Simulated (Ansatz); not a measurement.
Consider the redistribution: `[Cl][GeH]([Cl])[Cl]` + `BC([SiH3])[SiH2]F` → `[SiH3][Ge]([Cl])([Cl])[Cl]` + `BC[SiH2]F`.

Isolated molecules relaxed with PBE0-D4/def2-TZVP in Ansatz; ΔE leaves out vibrations. CCSD(T)/CBS adds triple-zeta CCSD(T) − MP2 to the extrapolated MP2 energy (def2 sets, frozen cores). DFT in def2-TZVPP. For Ge outer-core shells are correlated without core-valence functions, which leaves a few kJ/mol of doubt a bond. Scalar relativity is left out up to krypton. Each species was taken in one conformer, which may not be the lowest.

`[Cl][GeH]([Cl])[Cl]`:

Cartesian coordinates in Å:
```
Cl -0.060 -2.080 -0.039
Ge 0.136 0.037 -0.005
Cl -0.918 0.837 -1.670
Cl -0.764 0.768 1.777
H 1.606 0.437 -0.063
```

`BC([SiH3])[SiH2]F`:

Z-matrix (Å, degrees):
```
C
Si 1 1.892
Si 1 1.861 2 103.9
B 1 1.536 2 109.6 3 -117.5
H 1 1.095 2 107.9 3 117.1
H 2 1.490 1 109.8 3 -37.8
H 2 1.483 1 110.6 3 82.0
H 2 1.484 1 109.5 3 -156.9
F 3 1.603 1 110.5 2 -165.1
H 3 1.482 1 110.4 2 76.5
H 3 1.483 1 110.0 2 -46.6
H 4 1.196 1 121.7 2 -117.8
H 4 1.200 1 119.6 2 62.1
```

`[SiH3][Ge]([Cl])([Cl])[Cl]`:

Cartesian coordinates in Å:
```
Si 0.940 0.139 0.924
Ge -0.750 -0.112 -0.737
Cl -0.153 0.731 -2.615
Cl -1.220 -2.172 -1.096
Cl -2.576 0.857 -0.168
H 1.182 1.591 1.088
H 2.149 -0.562 0.432
H 0.427 -0.472 2.172
```

`BC[SiH2]F`:

Z-matrix (Å, degrees):
```
C
Si 1 1.871
B 1 1.537 2 111.4
H 1 1.096 2 103.5 3 -122.4
H 1 1.096 2 103.5 3 122.4
F 2 1.602 1 107.7 3 -179.6
H 2 1.482 1 111.8 3 -61.9
H 2 1.482 1 111.7 3 62.7
H 3 1.197 1 120.7 2 88.6
H 3 1.197 1 120.7 2 -88.5
```

**Question.** Is it downhill or uphill in electronic energy at CCSD(T)/CBS, and by how much? (Estimate.)

**Answer.** Ansatz gave: Downhill: ΔE = -2.8 kcal/mol.

**Question.** What do these levels give: r2SCAN0-D4, ωB97X-V, revPBE, BHLYP, CCSD(T)/def2-SVP, HF/CBS(def2)? (Best estimate.)

**Answer.** Computed: r2SCAN0-D4 -3.1, ωB97X-V -2.9, revPBE -6.5, BHLYP -4.2, CCSD(T)/def2-SVP -1.0, HF/CBS(def2) -3.3 kcal/mol.

Largest T1 diagnostic among the species: 0.012.

Leaving LDA and LC-ωPBE aside and taking each functional with its dispersion term where it has one, the values, not all of them listed here, spread over 3.9 kcal/mol, from BLYP-D4 to ωB97M-V. LDA lies +2.6 kcal/mol from PBE without D4. In def2-TZVPP, CCSD(T) changes the Hartree–Fock value by +1.2 kcal/mol (the triples alone add +0.2 kcal/mol) and MP2 by +1.9 kcal/mol.
